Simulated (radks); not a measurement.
Isoelectronic series with 2 electrons, each ion in its NIST ground configuration. Method: non-relativistic Kohn-Sham, r2SCAN, spin-polarised, spherical densities, point nucleus; meta-GGA in the generalised Kohn-Sham scheme; computed with a radial shooting solver on a logarithmic mesh with Libxc functionals. Total energies (hartree) and mean radii <r> (bohr):

| ion | configuration | E (hartree) | 1s |
|---|---|---|---|
| He | [He] | -2.90496 | 0.9359 |
| Ne8+ | [He] | -93.90951 | 0.1560 |
| Ar16+ | [He] | -312.91022 | 0.08516 |
| Fe24+ | [He] | -659.91053 | 0.05856 |
| Se32+ | [He] | -1134.91070 | 0.04462 |
| Mo40+ | [He] | -1737.91081 | 0.03605 |
| Sn48+ | [He] | -2468.91088 | 0.03023 |
| Ce56+ | [He] | -3327.9109 | 0.02604 |
| Dy64+ | [He] | -4314.9110 | 0.02286 |
| W72+ | [He] | -5429.9110 | 0.02038 |
